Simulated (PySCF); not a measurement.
Simulation results for BClGeH$_{3}$O, CH$_{4}$GeOSi, GeH$_{5}$O$_{2}$Si, Al$_{2}$GeH$_{3}$O and others

Computed with PySCF 2.14.0. Calculation on a computer-drawn molecule: optimised geometry and harmonic frequencies of an isolated molecule of the commonest isotopes, restricted reference for singlets and unrestricted otherwise, frozen core in MP2; on germanium a core potential holds 10 electrons, which the energies leave out, and 3d is frozen in MP2 and coupled-cluster steps.

Common to all runs: basis cc-pV(D+d)Z; basis and core potential on germanium cc-pVDZ-PP ECP10MDF.

```yaml
- entry: 1
  formula: BClGeH3O
  start_structure:
    atoms_angstrom:
      - [B, 2.306, 0.6169, 1.0986]
      - [Ge, 0.711, 1.4515, 0.1389]
      - [O, 0.1309, 2.7324, 1.0967]
      - [Cl, 1.3408, 2.2833, -1.7462]
      - [H, 3.3403, 1.003, 1.4062]
      - [H, -0.5875, 0.7438, -0.1627]
      - [H, 0.5198, 3.5612, 1.2039]
  given:
    charge: 0
    multiplicity: 2
    method: HF
    drawn_bonds_atom: [1, 2, 2, 1, 2, 3]
    drawn_bonds_other_atom: [2, 3, 4, 5, 6, 7]
    drawn_bonds_order: [1, 1, 1, 1, 1, 1]
  results:
    optimised_atom_element: [B, Ge, O, Cl, H, H, H]
    "optimised_atom_x [angstrom]": [2.348, 0.6561, 0.01837, 1.38, 3.289, -0.5598, 0.6297]
    "optimised_atom_y [angstrom]": [0.5927, 1.491, 2.848, 2.252, 1.028, 0.6313, 3.549]
    "optimised_atom_z [angstrom]": [0.9159, 0.1511, 1.091, -1.77, 1.506, -0.1294, 1.271]
    "modes_frequency [cm^-1]": [139.2, 177.4, 208.8, 264.9, 303.3, 410.2, 609.0, 626.2, 745.2, 766.7, 817.0, 971.5, 2310, 2788, 4151]
    "modes_reduced_mass [dalton]": [5.159, 2.908, 3.254, 1.332, 1.435, 35.73, 2.527, 1.809, 5.243, 1.129, 1.13, 1.108, 1.02, 1.095, 1.067]
    "rotational_constants [GHz]": [5.25, 2.914, 2.212]
    "total_energy [hartree]": -854.1643
    spin_squared: 0.7572
    "convergence_status_largest_gradient_component [hartree/bohr]": 1.518e-05
- entry: 2
  formula: CH4GeOSi
  start_structure:
    atoms_angstrom:
      - [O, -2.7048, -2.0917, 1.8015]
      - [C, -1.9652, -0.9475, 1.7425]
      - [Ge, -0.1281, -0.9413, 1.2345]
      - [Si, 1.0925, -0.1523, 3.0204]
      - [H, -3.6263, -1.9635, 1.6031]
      - [H, -2.5299, -0.066, 1.5226]
      - [H, 0.1532, -2.4789, 1.6953]
      - [H, 2.4322, -0.0297, 2.3586]
  given:
    charge: 0
    multiplicity: 1
    method: HF
    drawn_bonds_atom: [1, 2, 3, 1, 2, 3, 4]
    drawn_bonds_other_atom: [2, 3, 4, 5, 6, 7, 8]
    drawn_bonds_order: [1, 2, 1, 1, 1, 1, 1]
  results:
    optimised_atom_element: [O, C, Ge, Si, H, H, H, H]
    "optimised_atom_x [angstrom]": [-2.848, -1.908, -0.08748, 0.9091, -3.712, -2.265, 0.3046, 2.33]
    "optimised_atom_y [angstrom]": [-2.006, -1.146, -1.438, 0.5331, -1.622, -0.1555, -2.852, 0.01594]
    "optimised_atom_z [angstrom]": [1.432, 1.775, 1.825, 2.52, 1.485, 2.056, 1.414, 2.471]
    "modes_frequency [cm^-1]": [83.29, 99.32, 328.1, 368.4, 398.2, 425.6, 502.2, 587.6, 736.9, 802.0, 938.4, 1305, 1351, 1581, 2155, 2241, 3286, 4122]
    "modes_reduced_mass [dalton]": [1.755, 7.757, 6.319, 1.133, 10.13, 1.627, 1.075, 1.729, 1.173, 1.532, 1.279, 2.285, 1.424, 1.494, 1.042, 1.021, 1.089, 1.067]
    "rotational_constants [GHz]": [9.957, 1.891, 1.589]
    "total_energy [hartree]": -697.2557
    "convergence_status_largest_gradient_component [hartree/bohr]": 3.314e-05
- entry: 3
  formula: GeH5O2Si
  start_structure:
    atoms_angstrom:
      - [O, -0.3685, 1.6837, -0.0706]
      - [Si, 0.4733, 0.4082, -0.4721]
      - [O, -0.6904, -0.9732, -0.2887]
      - [Ge, -1.7717, -2.1502, -0.2307]
      - [H, -0.6317, 2.1474, 0.7388]
      - [H, 0.5892, 0.445, -1.8846]
      - [H, 1.4592, -0.0202, 0.4893]
      - [H, -1.378, -3.4789, -0.8651]
      - [H, -3.1074, -1.8273, 0.4273]
  given:
    charge: 1
    multiplicity: 1
    method: HF
    drawn_bonds_atom: [1, 2, 3, 1, 2, 2, 4, 4]
    drawn_bonds_other_atom: [2, 3, 4, 5, 6, 7, 8, 9]
    drawn_bonds_order: [1, 1, 1, 1, 1, 1, 1, 1]
  results:
    optimised_atom_element: [O, Si, O, Ge, H, H, H, H, H]
    "optimised_atom_x [angstrom]": [-0.8795, 0.4374, -0.2128, -1.691, -0.9026, 0.8282, 1.543, -1.706, -2.843]
    "optimised_atom_y [angstrom]": [1.075, 0.289, -1.287, -2.03, 2.002, 0.6841, 0.2187, -3.506, -1.211]
    "optimised_atom_z [angstrom]": [0.148, -0.4189, -0.5356, -0.2281, 0.3426, -1.771, 0.5348, -0.5196, 0.2914]
    "modes_frequency [cm^-1]": [57.86, 99.29, 162.2, 248.4, 382.3, 548.7, 681.6, 733.9, 740.9, 760.4, 806.4, 891.3, 914.8, 996.8, 1060, 1073, 2357, 2393, 2415, 2425, 4146]
    "modes_reduced_mass [dalton]": [1.268, 7.303, 2.366, 1.092, 5.097, 3.275, 1.485, 1.151, 1.078, 1.257, 1.191, 1.136, 3.731, 1.633, 1.265, 2.251, 1.013, 1.029, 1.027, 1.057, 1.068]
    "rotational_constants [GHz]": [10.09, 1.728, 1.502]
    "total_energy [hartree]": -734.7839
    "convergence_status_largest_gradient_component [hartree/bohr]": 1.446e-05
- entry: 4
  formula: Al2GeH3O
  start_structure:
    atoms_angstrom:
      - [O, -0.2042, -3.6734, -2.3443]
      - [Al, -0.0742, -2.1967, -1.8376]
      - [Ge, -0.2906, -0.2939, -0.254]
      - [Al, -1.3763, -1.3189, 1.7977]
      - [H, -1.2748, 0.7935, -0.6609]
      - [H, 1.0175, 0.264, 0.2881]
      - [H, -2.0405, -1.9341, 3.0608]
  given:
    charge: 1
    multiplicity: 1
    method: MP2
    drawn_bonds_atom: [1, 2, 3, 3, 3, 4]
    drawn_bonds_other_atom: [2, 3, 4, 5, 6, 7]
    drawn_bonds_order: [2, 1, 1, 1, 1, 1]
  results:
    optimised_atom_element: [O, Al, Ge, Al, H, H, H]
    "optimised_atom_x [angstrom]": [-0.1681, -0.0793, -0.2993, -1.373, -1.29, 1.007, -2.04]
    "optimised_atom_y [angstrom]": [-3.724, -2.217, -0.3101, -1.271, 0.7911, 0.2615, -1.89]
    "optimised_atom_z [angstrom]": [-2.461, -1.836, -0.2414, 1.816, -0.6318, 0.3189, 3.084]
    "modes_frequency [cm^-1]": [31.36, 98.39, 141.4, 273.4, 287.6, 297.8, 370.4, 377.7, 583.3, 593.7, 854.0, 1024, 2058, 2191, 2207]
    "modes_reduced_mass [dalton]": [10.02, 8.076, 12.3, 17.84, 1.079, 13.07, 1.182, 1.16, 1.052, 1.047, 1.022, 19.11, 1.046, 1.015, 1.025]
    "rotational_constants [GHz]": [4.181, 1.319, 1.016]
    "total_energy [hartree]": -853.9321
    "convergence_status_largest_gradient_component [hartree/bohr]": 1.488e-05
- entry: 5
  formula: ClGeH2OSi
  start_structure:
    atoms_angstrom:
      - [O, -0.7999, -0.607, 1.9906]
      - [Si, 0.5787, -0.0219, 1.7652]
      - [Ge, 0.9528, 1.164, -0.3627]
      - [Cl, 3.1198, 1.5469, -0.3856]
      - [H, 1.6759, -0.0302, 2.787]
      - [H, 0.4732, 2.6136, 0.1582]
  given:
    charge: 0
    multiplicity: 2
    method: HF
    drawn_bonds_atom: [1, 2, 3, 2, 3]
    drawn_bonds_other_atom: [2, 3, 4, 5, 6]
    drawn_bonds_order: [2, 1, 1, 1, 1]
  results:
    optimised_atom_element: [O, Si, Ge, Cl, H, H]
    "optimised_atom_x [angstrom]": [-0.8353, 0.5753, 1.061, 3.161, 1.789, 0.2503]
    "optimised_atom_y [angstrom]": [-0.2625, -0.01014, 1.215, 1.805, -0.5666, 2.485]
    "optimised_atom_z [angstrom]": [2.281, 1.841, -0.1505, -0.08823, 2.471, -0.4025]
    "modes_frequency [cm^-1]": [67.78, 88.29, 206.0, 335.1, 421.3, 464.7, 580.0, 717.7, 880.0, 1308, 2234, 2339]
    "modes_reduced_mass [dalton]": [5.849, 10.7, 14.34, 3.335, 14.46, 1.439, 1.313, 1.05, 1.111, 16.72, 1.021, 1.045]
    "rotational_constants [GHz]": [7.157, 1.331, 1.135]
    "total_energy [hartree]": -1117.8585
    spin_squared: 0.769
    "convergence_status_largest_gradient_component [hartree/bohr]": 9.746e-06
- entry: 6
  formula: BCl2GeH2
  start_structure:
    atoms_angstrom:
      - [Cl, -3.7449, -2.9319, -0.0918]
      - [B, -3.1388, -1.3231, 0.1093]
      - [Cl, -3.2414, -0.578, 1.6762]
      - [Ge, -2.1983, -0.4431, -1.3787]
      - [H, -2.3307, 1.1006, -1.3432]
      - [H, -2.7877, -0.8601, -2.7284]
  given:
    charge: 0
    multiplicity: 2
    method: HF
    drawn_bonds_atom: [1, 2, 2, 4, 4]
    drawn_bonds_other_atom: [2, 3, 4, 5, 6]
    drawn_bonds_order: [1, 1, 1, 1, 1]
  results:
    optimised_atom_element: [Cl, B, Cl, Ge, H, H]
    "optimised_atom_x [angstrom]": [-3.763, -3.169, -3.233, -2.304, -2.263, -2.71]
    "optimised_atom_y [angstrom]": [-2.998, -1.351, -0.5972, -0.3756, 1.148, -0.8624]
    "optimised_atom_z [angstrom]": [-0.02525, 0.1491, 1.739, -1.439, -1.352, -2.829]
    "modes_frequency [cm^-1]": [150.0, 184.3, 206.0, 345.5, 393.1, 476.1, 548.3, 903.8, 933.9, 963.2, 2236, 2242]
    "modes_reduced_mass [dalton]": [9.44, 1.036, 26.61, 2.459, 14.49, 1.73, 1.128, 2.696, 1.434, 10.4, 1.016, 1.025]
    "rotational_constants [GHz]": [3.084, 1.545, 1.032]
    "total_energy [hartree]": -1238.2883
    spin_squared: 0.7638
    "convergence_status_largest_gradient_component [hartree/bohr]": 2.765e-05
```
